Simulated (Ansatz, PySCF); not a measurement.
Species: sum formula H₅SiO₄ (charge +1, singlet). It need not be the lowest isomer of its formula. SMILES: O[Si](O)(O)[OH2+]
Geometry from a B3LYP-D3(BJ)/def2-TZVP (Ansatz, a first-principles code) optimisation:
```xyz
10

O      0.3402    -0.2499     1.6031
Si     0.1904    -0.0535     0.0304
O      0.1041    -1.3262    -0.9296
O      0.9533     1.2356    -0.5124
O     -1.5580     0.3943    -0.1820
H      0.1878    -1.0707     2.0830
H      0.7924    -1.6168    -1.5364
H      1.6205     1.7207    -0.0153
H     -1.9436     1.2121     0.1730
H     -2.0397     0.0732    -0.9633
```
Charge +1, spin multiplicity 1.

Wanted: vertical ionisation energy (to the doublet state of charge +2; each state is the SCF solution reached for its spin; for the doublet the Hartree-Fock reference is unstable and T1 is 0.023), in eV. Valence correlation only, unless marked. Open shells are spin-unrestricted. Spin-orbit coupling is left out. No relativistic terms. CBS(X,Y): correlation extrapolated as X^-3; Hartree-Fock from the larger set. The program attaches cautions to a run behind CCSD/aug-cc-pV(D+d)Z: other roots. The program attaches cautions to a run behind CCSD(T)/aug-cc-pV(D+d)Z: other roots.

| level | program | vertical ionisation energy (eV) |
|---|---|---|
| HF/aug-cc-pV(T+d)Z | Ansatz | 16.52 |
| HF/aug-cc-pV(Q+d)Z | Ansatz | 16.52 |
| PBE/def2-TZVPD | Ansatz | 16.42 |
| r2SCAN/def2-TZVPD | Ansatz | 16.66 |
| BHLYP/def2-TZVPD | Ansatz | 17.58 |
| CAM-B3LYP/def2-TZVPD | Ansatz | 17.43 |
| wB97M-V/def2-TZVPD | Ansatz | 17.47 |
| wB97X-V/def2-TZVPD | Ansatz | 17.52 |
| B2PLYP/def2-TZVPD | Ansatz | 17.57 |
| RI-MP2/aug-cc-pV(T+d)Z | Ansatz | 18.28 |
| RI-MP2/aug-cc-pV(Q+d)Z | Ansatz | 18.36 |
| RI-MP2/CBS(aug-cc-pV(T+d)Z,aug-cc-pV(Q+d)Z) | Ansatz | 18.41 |
| CCSD/aug-cc-pV(D+d)Z | Ansatz | 17.77 |
| CCSD(T)/aug-cc-pV(D+d)Z | Ansatz | 17.61 |

For comparison, minus the highest occupied orbital energy (PySCF): 19.27 eV at HF/def2-TZVPD, 13.39 eV at r2SCAN/def2-TZVPD, 16.58 eV at M06-2X/def2-TZVPD.
